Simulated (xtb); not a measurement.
CH2Cl6Si2, charge -1, doublet, at a GFN2-xTB geometry (a state made from the parent by changing its charge; the spin is typed, not shown lowest); GFN2-xTB with ALPB(acetonitrile) (xtb).

Here is a job for xtb.
```
$ xtb mol.xyz --gfn 2 --chrg -1 --uhf 1 --alpb acetonitrile --json

# file mol.xyz
11

Cl     3.08799008    -0.39677225    -1.26569421
Si     1.47398113     0.29321702    -0.19461162
Cl     2.17933231     0.66766398     1.66884890
Cl     0.97661910     2.06905610    -1.02181231
C      0.10544345    -0.99510331    -0.21573527
Si    -1.63560367    -0.25343323     0.20330251
Cl    -2.05187644     0.25737694    -1.98728099
Cl    -1.20310332    -0.20377725     2.43948372
Cl    -2.91612256    -1.88424425     0.27626352
H      0.33616261    -1.78103735     0.50587682
H      0.05562643    -1.46347131    -1.19988467
```

Output, abridged:

```
   ID    Z sym.   atoms
    1   17 Cl     1, 3, 4, 7-9
    2   14 Si     2, 6
    3    6 C      5
    4    1 H      10, 11

           -------------------------------------------------
          |                Calculation Setup                |
           -------------------------------------------------

           -------------------------------------------------
          |                 G F N 2 - x T B                 |
           -------------------------------------------------

      * Solvation model:               ALPB
        Solvent                        acetonitrile
        Parameter file                 internal GFN2-xTB/ALPB
        Dielectric constant                3.7500E+01
        Reference state                gsolv [1 M gas/solution]
        Free energy shift                  5.1987E-03 Eh       3.2622E+00 kcal/mol
        Temperature                        2.9815E+02 K
        Density                            7.8600E-01 kg/L
        Solvent mass                       4.1050E+01 g/mol
        Interaction kernel             P16
        Born radius scaling (c1)           1.7214E+00
        Born radii integrator          GBOBC
        Born offset                        0.0000E+00 a0       0.0000E+00 AA
        H-bond correction              true
        Ion screening                  false
        Surface tension                    1.0000E-05 Eh       1.5569E+01 dyn/cm
        Grid points                               230 per atom

          ...................................................
          :                      SETUP                      :
          :.................................................:
          :  # basis functions                  86          :
          :  # atomic orbitals                  78          :
          :  # shells                           28          :
          :  # electrons                        57          :
          :  max. iterations                   250          :
          :  Hamiltonian                  GFN2-xTB          :
          :  restarted?                      false          :
          :  GBSA solvation                   true          :
          :  PC potential                    false          :
          :  electronic temp.          300.0000000     K    :
          :  accuracy                    1.0000000          :
          :  -> integral cutoff          0.2500000E+02      :
          :  -> integral neglect         0.1000000E-07      :
[...]
         :: total energy             -34.434134367414 Eh    ::
[...]
     7  17 Cl       0.775    -0.514   116.089    16.482
     8  17 Cl       0.778    -0.510   115.930    16.470
     9  17 Cl       0.819    -0.343   110.125    16.054
    10   1 H        0.924     0.046     2.370     2.407
    11   1 H        0.924     0.047     2.362     2.403

 Mol. C6AA /au·bohr⁶  :       8486.394874
 Mol. C8AA /au·bohr⁸  :     388177.119580
 Mol. α(0) /au        :        152.394411

Wiberg/Mayer (AO) data.
largest (>0.10) Wiberg bond orders for each atom

 ---------------------------------------------------------------------------
     #   Z sym  total        # sym  WBO       # sym  WBO       # sym  WBO
 ---------------------------------------------------------------------------
     1  17 Cl   1.226 --     2 Si   1.059
     2  14 Si   4.174 --     4 Cl   1.085     3 Cl   1.078     1 Cl   1.059
                             5 C    0.901
     3  17 Cl   1.241 --     2 Si   1.078
     4  17 Cl   1.246 --     2 Si   1.085
     5   6 C    3.978 --    11 H    0.977    10 H    0.975     2 Si   0.901
                             6 Si   0.827
     6  14 Si   3.103 --     9 Cl   0.921     5 C    0.827     8 Cl   0.675
                             7 Cl   0.667
     7  17 Cl   0.797 --     6 Si   0.667
     8  17 Cl   0.805 --     6 Si   0.675
     9  17 Cl   1.061 --     6 Si   0.921
    10   1 H    0.998 --     5 C    0.975
    11   1 H    0.998 --     5 C    0.977
 ---------------------------------------------------------------------------

Topologies differ in total number of bonds
Writing topology from bond orders to xtbtopo.mol

molecular dipole:
                 x           y           z       tot (Debye)
 q only:        2.527       0.449      -0.326
   full:        2.022       0.111      -0.219       5.178
molecular quadrupole (traceless):
                xx          xy          yy          xz          yz          zz
 q only:       -7.887      -9.273      14.516      -1.993       3.886      -6.628
  q+dip:      -12.851      -8.979      18.254      -0.425       3.841      -5.403
   full:      -12.405      -8.219      17.121      -0.295       3.475      -4.716

           -------------------------------------------------
          | TOTAL ENERGY              -34.434134367414 Eh   |
          | GRADIENT NORM               0.011616042627 Eh/α |
          | HOMO-LUMO GAP               2.859732997561 eV   |
           -------------------------------------------------

normal termination of xtb
```
